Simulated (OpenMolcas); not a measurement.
# Mn4+ in a point-charge field

Mn4+ among 6 point charges of -1 e arranged as a trigonal prism (D3h), 1.87 Å from the ion, with a polar angle of 55.0° against the regular 49.1°.
```
   1.5317    0.0000    1.0728  -1.00
  -0.7658    1.3265    1.0728  -1.00
  -0.7658   -1.3265    1.0728  -1.00
   1.5317    0.0000   -1.0728  -1.00
  -0.7658    1.3265   -1.0728  -1.00
  -0.7658   -1.3265   -1.0728  -1.00
```

```json
{
  "Program": "OpenMolcas 26.06",
  "Method": "SS-CASPT2, IPEA 0.25 Eh, imaginary shift 0.1 Eh (closed shells correlated: 3s 3p)",
  "Basis": "ANO-RCC-VTZP [6s5p3d2f1g]",
  "Scalar Hamiltonian": "DKH2, point nucleus",
  "Active space": "3 electrons in 5 orbitals (3d)",
  "State averaging": "2S+1 = 4 even, 10 roots; 2S+1 = 2 even, 40 roots",
  "Spin-orbit coupling": "RASSI with atomic mean-field integrals over the reference wave functions"
}
```

The lowest spin-free states (labels of D3, the rotations of D3h), above the lowest:

```json
{"State": "4A2", "Degeneracy": "1", "E (cm-1)": "0", "Free-ion L (%)": "F (100)"}
{"State": "4A1", "Degeneracy": "1", "E (cm-1)": "2", "Free-ion L (%)": "F (100)"}
{"State": "4A2", "Degeneracy": "1", "E (cm-1)": "55", "Free-ion L (%)": "F (100)"}
{"State": "4E", "Degeneracy": "2", "E (cm-1)": "370", "Free-ion L (%)": "F (100)"}
{"State": "4E", "Degeneracy": "2", "E (cm-1)": "2250", "Free-ion L (%)": "F (100)"}
{"State": "4E", "Degeneracy": "2", "E (cm-1)": "17360", "Free-ion L (%)": "P (100)"}
{"State": "4A2", "Degeneracy": "1", "E (cm-1)": "17380", "Free-ion L (%)": "P (100)"}
{"State": "2A2", "Degeneracy": "1", "E (cm-1)": "18030", "Free-ion L (%)": "G (100)"}
{"State": "2A1", "Degeneracy": "1", "E (cm-1)": "18040", "Free-ion L (%)": "G (100)"}
{"State": "2E", "Degeneracy": "2", "E (cm-1)": "18050", "Free-ion L (%)": "G (98)"}
{"State": "2E", "Degeneracy": "2", "E (cm-1)": "18300", "Free-ion L (%)": "G (99)"}
{"State": "2E", "Degeneracy": "2", "E (cm-1)": "18320", "Free-ion L (%)": "G (98)"}
{"State": "2A1", "Degeneracy": "1", "E (cm-1)": "18340", "Free-ion L (%)": "G (99)"}
{"State": "2A2", "Degeneracy": "1", "E (cm-1)": "23850", "Free-ion L (%)": "P (58)"}
{"State": "2E", "Degeneracy": "2", "E (cm-1)": "24160", "Free-ion L (%)": "P (55)"}
{"State": "2A1", "Degeneracy": "1", "E (cm-1)": "24780", "Free-ion L (%)": "D (99)"}
{"State": "2A1", "Degeneracy": "1", "E (cm-1)": "25090", "Free-ion L (%)": "H (100)"}
{"State": "2A2", "Degeneracy": "1", "E (cm-1)": "25090", "Free-ion L (%)": "H (100)"}
{"State": "2E", "Degeneracy": "2", "E (cm-1)": "25150", "Free-ion L (%)": "H (95)"}
{"State": "2E", "Degeneracy": "2", "E (cm-1)": "25160", "Free-ion L (%)": "H (52)"}
```

The lowest levels with spin-orbit coupling:

| E (cm-1) | Degeneracy | Label | 2S+1 | g |
| --- | --- | --- | --- | --- |
| 0 | 2 | E3/2 | 4 | 0.00 0.00 0.05 |
| 150 | 2 | E1/2 | 4 | 1.02 1.02 1.93 |
| 430 | 2 | E1/2 | 4 | 0.01 0.01 4.06 |
| 440 | 2 | E3/2 | 4 | 0.00 0.00 5.27 |
| 870 | 2 | E1/2 | 4 | 0.01 0.01 8.03 |
| 870 | 2 | E1/2 | 4 | 2.21 2.73 2.73 |
| 1200 | 2 | E1/2 | 4 | 0.00 0.00 7.90 |
| 1310 | 2 | E3/2 | 4 | 0.00 0.00 4.57 |
| 1320 | 2 | E3/2 | 4 | 0.00 0.00 12.00 |
| 1440 | 2 | E1/2 | 4 | 1.72 5.46 5.46 |
| 2610 | 2 | E1/2 | 4 | 0.26 0.26 1.86 |
| 2940 | 2 | E3/2 | 4 | 0.00 0.00 2.11 |
| 3190 | 2 | E1/2 | 4 | 0.00 0.00 6.04 |
| 3390 | 2 | E1/2 | 4 | 0.00 0.00 9.98 |
| 17680 | 2 | E1/2 | 4 | 2.64 2.64 2.70 |
| 17830 | 2 | E1/2 | 4 | 1.68 3.44 3.44 |
| 17830 | 2 | E3/2 | 4 | 0.00 0.00 5.16 |
| 18260 | 2 | E1/2 | 4 | 0.00 0.00 7.99 |
| 18270 | 2 | E3/2 | 4 | 0.00 0.00 4.82 |
| 18270 | 2 | E1/2 | 4 | 1.61 4.80 4.80 |

Powder χT (cm3 K/mol): 0.00457 at 2 K, 0.0225 at 10 K, 0.114 at 50 K, 0.23 at 100 K, 0.46 at 200 K, 0.695 at 300 K. The effective moment at 300 K is 2.828 √(χT) = 2.36 μB.

The lowest level has 2S+1 = 4, for which the spin-only value is χT = S(S+1) / 2 = 1.875 cm3 K/mol (g = 2). The computed 0.695 at 300 K differs by -1.180, through orbital momentum, spin-orbit coupling and any other state in reach.

Roots that are degenerate in the reference are averaged as groups; the widest CASPT2 spread within a group is 37 cm-1 (the 2-fold group of multiplicity 2 near 18300 cm-1 above the lowest state of its run). Shifts and gaps below about the spread of the groups concerned are not significant. Spin-orbit coupling mixes the spin-free states strongly: the lowest level takes only 49 % from its leading state, 4A2. The ground term spreads over less than 5000 cm-1, several times less than with real ligands, so orbital moments are less quenched and χT lies further from the spin-only value than at real sites. Free-ion shares, where given, are those of the reference states; single-state CASPT2 does not remix them. Point charges carry no covalency, so the field is a model and not that of real ligands. No measured value stands beside these numbers.

The CASPT2 steps took 12 s on 1 thread of Arm Neoverse V1, on a shared host; the integral step is not counted.
